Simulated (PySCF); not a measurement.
## How methods differ on the ionisation energy of Te³⁷⁺

Te³⁷⁺ [Ne] 3s2 3p3 (4S) → Te³⁸⁺ [Ne] 3s2 3p2 (3P), as a difference of total energies. All numbers are calculated (PySCF 2.14, scalar relativity by spin-free X2C-1e, in an uncontracted even-tempered set (18 s from 6.6 bohr⁻², ratio 2.5; 12 p from 8.6 bohr⁻², ratio 2.5; 4 d from 35 bohr⁻², ratio 2.7; 4 f from 52 bohr⁻², ratio 2.7)). Correlated levels: outer shells: 1s2 frozen; virtual orbitals above 40 to 60 times the deepest correlated orbital energy dropped. The calculations carry no spin-orbit coupling.

```csv
method,ionisation energy (eV)
UHF,2584.9
MP2 (outer shells),2585.4
SCS-MP2 (outer shells),2585.1
CCSD (outer shells),2585.2
CCSD(T) (outer shells),2585.2
```

Spin-orbit coupling is strong in these open shells (close to jj coupling). The scalar numbers leave it out and a first-order estimate fails, so it can dominate the gap to the real levels.

Breit and QED terms and the two-electron picture change are absent.

For comparison: 2552 ± 4 eV (theoretical estimate listed by NIST; NIST Atomic Spectra Database, ionization energies).
